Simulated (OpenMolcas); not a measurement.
## Tm2+ in Cs2NaYCl6

Tm2+ with its 6 nearest chloride ions at 2.73 Å, on the Y site of Cs2NaYCl6 (a = 10.7396 Å, distance in the model lattice 2.619 Å). The rest of the host is ab initio model potentials to 7.6 Å, with orthogonalisation functions on the cations behind the ligands, and point charges beyond; the distance is set by hand and nothing relaxes, and no local charge compensation is placed. Ligand basis ANO-RCC-VDZP.

```yaml
Program: OpenMolcas 26.06
Method: CASSCF
Basis: ANO-RCC-VDZP [7s6p4d2f1g]
Scalar_Hamiltonian: DKH2, point nucleus
Active_space: 13 electrons in 7 orbitals (4f)
State_averaging: 2S+1 = 2 odd, 7 roots
Spin-orbit_coupling: state interaction with AMFI integrals over the reference wave functions
```

The lowest spin-free states (labels of O, the rotations of Oh), above the lowest:

```
State  Degeneracy  E (cm-1)
  2T1           3       0.0
  2T2           3     110.4
  2A2           1     150.5
```

The lowest levels with spin-orbit coupling:

| E (cm-1) | Degeneracy | Label | 2S+1 | g |
| --- | --- | --- | --- | --- |
| 0.0 | 2 | Γ6 | 2 | 2.66 2.66 2.66 |
| 67.8 | 4 | Γ8 | 2 |  |
| 131.6 | 2 | Γ7 | 2 | 3.42 3.42 3.42 |
| 8846 | 4 | Γ8 | 2 |  |
| 8934 | 2 | Γ7 | 2 | 1.42 1.42 1.42 |

Powder χT (cm3 K/mol): 0.741 at 2 K, 1.05 at 10 K, 2.15 at 50 K, 2.44 at 100 K, 2.54 at 200 K, 2.55 at 300 K. The effective moment at 300 K is 2.828 √(χT) = 4.52 μB.

Hund's rules give f13 the level 2F7/2 with g = 1.143, so an isolated free-ion multiplet has χT = g² J(J+1) / 8 = 2.571 cm3 K/mol. The computed 2.554 at 300 K differs by -1 %, through the field's splitting, the mixing of terms and any other multiplet in reach.

Stevens parameters of the J = 7/2 multiplet, which is 132 cm-1 wide (cm-1, z along the main axis): B40 = -6.624e-02, B44 = -3.311e-01, B60 = 4.425e-04, B64 = -9.291e-03.

Metal share of the active 4f orbitals (Löwdin): 100, 100, 100, 100, 100, 100, 100 %; Mulliken charge of the metal 1.54.

Without dynamic correlation the ligand-field splitting of an f shell can come out too small, at times by half. No measured value stands beside these numbers; the geometry was set by hand and not optimised.

The RASSCF and RASSI steps took 34 s on 1 thread of Intel(R) Xeon(R) Platinum 8259CL CPU @ 2.50GHz (Skylake/Cascade Lake) (shared host); the integral step is not counted.
